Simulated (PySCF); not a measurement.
(Z)-2-chloro-3-fluorobut-2-ene (C4H6ClF), SMILES F/C(=C(/C)Cl)C. The structure is a stationary point at PBE-D3(BJ)/def2-SVP.

These are PBE-D3(BJ)/def2-SVP in PySCF values and carry that method's errors.

Harmonic wavenumbers (cm⁻¹): 139, 151, 180, 217, 312, 325, 375, 501, 530, 620, 846, 955, 1001, 1010, 1064, 1144, 1247, 1346, 1354, 1386, 1390, 1401, 1408, 1719, 2968, 2970, 3038, 3041, 3086, 3109. Rotational constants (GHz): 4.034, 2.221, 1.459; symmetry number 1.

Problem. Work out the zero-point energy and the ideal-gas rigid-rotor harmonic-oscillator thermochemistry at 298.15 K and 1 atm.

Solution. ZPE = ½ Σ hcν = ½ × 38834 cm⁻¹ = 232.28 kJ/mol. H − E(el) = 253.84 kJ/mol. Entropy in J/(mol K): translation 167.20, rotation 115.48, vibration 66.53, total 349.20. G − E(el) = 149.72 kJ/mol. Cp = 112.41 J/(mol K). Modes under 150 cm⁻¹ make the vibrational entropy uncertain.
